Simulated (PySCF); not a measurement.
Se(Et)(GeH3) (C2H8GeSe), SMILES CC[Se][GeH3]. The structure is a stationary point at PBE-D3(BJ)/def2-SVP. The structure was generated by enumeration, and PubChem lists no compound with its InChIKey, so it may never have been made. One conformer was computed; it need not be the lowest.

Computed equilibrium geometry at PBE-D3(BJ)/def2-SVP (PySCF confirms it by a frequency run) as Cartesian coordinates in Å (one conformer of several):
```xyz
12

Se     0.5174     0.4679     0.8321
C      1.8231    -0.6379    -0.1864
C      2.0556    -0.1843    -1.6199
H      1.4814    -1.6909    -0.1306
H      2.7475    -0.5598     0.4207
H      2.3866     0.8724    -1.6607
H      1.1348    -0.2700    -2.2323
H      2.8363    -0.8108    -2.1021
Ge    -1.4328    -0.2302    -0.3161
H     -1.4366    -1.7814    -0.4164
H     -2.6324     0.2648     0.5295
H     -1.5305     0.3645    -1.7489
```
